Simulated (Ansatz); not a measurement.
One change: `C=C[SiH](F)N[SiH2]F` becomes `F[SiH2]N[SiH](F)F`.

Ansatz, PBE0-D4/def2-TZVP geometries, multiplicity 1. Each molecule was computed in one conformer, which needn't be the lowest.

```
                                        property  `C=C[SiH](F)N[SiH2]F`
               HOMO energy (PBE/def2-TZVPP) / eV                  -7.07
size of the dipole moment (B3LYP/def2-TZVPP) / D                   0.37
             HOMO energy (B3LYP/def2-TZVPP) / eV                  -8.03
             LUMO energy (B3LYP/def2-TZVPP) / eV                  -1.14
           HOMO energy (ωB97M-V/def2-TZVPP) / eV                 -10.53
               LUMO energy (PBE/def2-TZVPP) / eV                  -1.91
```

(1) What does the change do to each property? (Estimate.)

Answers

(1) Ansatz gave: 
| property | `F[SiH2]N[SiH](F)F` | shift |
| --- | --- | --- |
| HOMO energy (PBE/def2-TZVPP) / eV | -7.58 | -0.51 |
| size of the dipole moment (B3LYP/def2-TZVPP) / D | 1.49 | 1.12 |
| HOMO energy (B3LYP/def2-TZVPP) / eV | -8.79 | -0.76 |
| LUMO energy (B3LYP/def2-TZVPP) / eV | 0.02 | 1.16 |
| HOMO energy (ωB97M-V/def2-TZVPP) / eV | -11.46 | -0.93 |
| LUMO energy (PBE/def2-TZVPP) / eV | -0.56 | 1.35 |

With PBE0 the HOMO falls by 0.79 eV and the LUMO rises by 1.21 eV, so the gap widens by about 2.00 eV. PBE moves the HOMO by -0.51 eV and ωB97M-V by -0.93 eV. Dipoles are sizes alone; their direction can turn.

B3LYP here is the variant with VWN-RPA as its local correlation; programs differ in this.
